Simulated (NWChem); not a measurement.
System: InSiH$_{3}$F$_{2}$; SMILES [F][In]([F])[SiH3]

Program: NWChem. Structure relaxed at the PBE0/def2-SVP level. def2 effective core potentials on In; no spin-orbit coupling. Ions are spin-unrestricted doublets at the neutral geometry; other ion states weren't tried.

For level M06-2X/def2-SVPD:

−ε(HOMO) (eV): 10.06

How do the values read with level B3LYP/def2-SVPD instead?


| Property | Result |
|---|---|
| −ε(HOMO) (eV) | 8.83 |
